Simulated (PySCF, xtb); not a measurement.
VOCl3, SMILES [O]=[V]([Cl])([Cl])[Cl], multiplicity 1.

Harmonic wavenumbers (cm⁻¹) from GFN2-xTB in xtb at its own minimum, in rising order: 144, 144, 173, 219, 219, 385, 451, 451, 1004.

### Question
What does PBE-D3(BJ)/def2-SVP (PySCF) give at its own minimum? (The exact figures need the calculation; the answer reports its results.)

### Answer
123, 123, 161, 252, 252, 392, 497, 497, 1112. Paired by order, the mean absolute difference is 36 cm⁻¹ and the zero-point energies are 4.6 and 4.9 kcal/mol.
